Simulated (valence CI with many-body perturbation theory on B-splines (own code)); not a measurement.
**A CI+MBPT run for Pb60+**

Computed by configuration interaction combined with many-body perturbation theory (CI+MBPT): four valence electrons over a frozen Dirac-Fock core [Ar], radial functions for each j: 3 s, 3 p, 2 d, 2 f, with the one-electron correlation potential Σ1 (screened to all orders), the two-electron term Σ2, the three-electron term Σ3, Breit, model QED; selected single and double excitations, second order for the rest, scaled by the run's own slope (own B-spline code, finite nucleus).

Command, and the settings that its task file holds:

```sh
python run_cv.py task.json out
```

```
atom Pb  Z=82  mass_number=208  rms_radius_fm=5.5012
core [Ar]
valence 3d4
avg = 1
basis = S
breit = 1
cap = 10000
capref = 1200
cscale = 1
de = 0.0
dress = 0
eps = 2e-08
extrap = 1
h = 0.27
hh = 1
l2 = 3
lcore = 6
maxit = 60
n2 = 5
natural = 1
nlev = 20
nno = [0, 0, 0, 0, 0]
nroot = 26
nsp = [3, 3, 2, 2, 0]
pt2 = 1
qed = 1
rpa = 1
s1 = 1
s2 = 1
s3 = 1
screen = 1
tol = 2e-05
whole = 1
```

It took 12 s on 1 thread of Arm Neoverse V1, on a shared host.

Log. The first blocks belong to the next ion, which gives the ionisation energy. Fields: 2J, parity (1 odd), roots, reference size, generating configurations, candidates as configurations/state functions, variational space P, stored matrix elements, Davidson steps; e2 is the range of second-order energies in hartree. The first line gives the box (bohr), its intervals, the orbitals and the steps of their self-consistent field. Window is the range of levels sought, series limit the energy at which the first omitted orbital would enter, core excitation an estimate of the first excitation out of the core, left out the lowest levels not solved, and shifts from estimates the range by which levels moved from their first estimate, all in cm⁻¹.

```
rmax 1.9 intervals 55 orbitals 17 references ['3d4', '3d3 4s', '3d3 4p'] scf 3 t 0.7
2J=3 par=0 roots 2 ref 27 generators 3 cand 137/306 P 131/289 nnz 0 it 0
2J=3 par=0 roots 2 ref 27 generators 4 cand 22/44 P 141/315 nnz 0 it 0
   second order: generators 5 cand 82/161 e2 -0.00000 -0.00000
reference levels 556, estimated 31, window 2233314 1/cm; series limit 34446687, core excitation 2791643
2J=0 par=0 roots 3 ref 17 generators 4 cand 17/23 P 203/344 nnz 0 it 0
2J=0 par=0 roots 3 ref 17 generators 4 cand 12/16 P 206/349 nnz 0 it 0
   second order: generators 7 cand 266/613 e2 -0.00000 -0.00000
2J=2 par=0 roots 3 ref 36 generators 3 cand 52/169 P 198/818 nnz 0 it 0
2J=2 par=0 roots 3 ref 36 generators 3 cand 23/58 P 208/850 nnz 0 it 0
   second order: generators 3 cand 13/26 e2 -0.00000 -0.00000
2J=8 par=0 roots 5 ref 42 generators 4 cand 27/123 P 208/1133 nnz 0 it 0
2J=8 par=0 roots 5 ref 42 generators 4 cand 10/45 P 215/1172 nnz 0 it 0
   second order: generators 5 cand 136/981 e2 -0.00000 -0.00000
2J=4 par=0 roots 6 ref 51 generators 4 cand 29/135 P 224/1233 nnz 0 it 0
2J=4 par=0 roots 6 ref 51 generators 4 cand 10/43 P 231/1267 nnz 0 it 0
   second order: generators 4 cand 3/9 e2 -0.00000 -0.00000
2J=6 par=0 roots 4 ref 49 generators 3 cand 47/198 P 192/1205 nnz 0 it 0
2J=6 par=0 roots 4 ref 49 generators 3 cand 26/92 P 203/1270 nnz 0 it 0
   second order: generators 3 cand 15/27 e2 -0.00000 -0.00000
2J=10 par=0 roots 2 ref 25 generators 2 cand 62/170 P 151/785 nnz 0 it 0
2J=10 par=0 roots 2 ref 25 generators 2 cand 36/67 P 157/807 nnz 0 it 0
   second order: generators 2 cand 30/45 e2 -0.00000 -0.00000
2J=12 par=0 roots 2 ref 14 generators 2 cand 24/56 P 148/548 nnz 0 it 0
2J=12 par=0 roots 2 ref 14 generators 2 cand 9/17 P 151/553 nnz 0 it 0
   second order: generators 2 cand 6/12 e2 -0.00000 -0.00000
left out: unestimated 3846573, estimated 2970738, shifts from estimates -3 to 0
operators 0.8
```

The Davidson iterations converged. The settings are bad on purpose, so the numbers may not be properties of the ion.

No measured spectrum was set against this ion. As an estimate, large intervals hold to a few tenths of a per cent, small ones and those within an open d or f shell to about a per cent. The list stops below the first excitations out of the core. Only levels of the ground parity were solved; by the run's estimate the other parity begins above the list, which can be wrong where configurations are misplaced.

```
Valence energy                            : -982.3861 hartree
Ionisation energy                         : 6442.2 eV (NIST: 6442 ± 10 eV (theoretical))
Reference configurations for the orbitals : 3d4, 3d3 4s, 3d3 4p
Radial orbitals                           : 17
Box radius                                : 1.879 bohr
Largest variational space                 : 1270
Lowest levels                             : (3d3/2^4) J=0 0, (3d3/2^3 3d5/2) J=1 873290, (3d3/2^3 3d5/2) J=4 979370, (3d3/2^3 3d5/2) J=2 1019000, (3d3/2^3 3d5/2) J=3 1047800, (3d3/2^2 3d5/2^2) J=2 [a] 1825100, (3d3/2^2 3d5/2^2) J=0 1827100, (3d3/2^2 3d5/2^2) J=4 [a] 1850300, (3d3/2^2 3d5/2^2) J=3 [a] 1871200, (3d3/2^2 3d5/2^2) J=5 1898500, (3d3/2^2 3d5/2^2) J=6 1922300, (3d3/2^2 3d5/2^2) J=1 1957800, (3d3/2^2 3d5/2^2) J=3 [b] 1977400, (3d3/2^2 3d5/2^2) J=4 [b] 1983100 cm⁻¹
```

Levels are named by their leading jj configuration (3d3/2^4 stands for four electrons in 3d with j = 3/2), which in mixed levels can hold well under half, so a name can repeat and another be missing. Letters in brackets count levels of one name in rising energy.
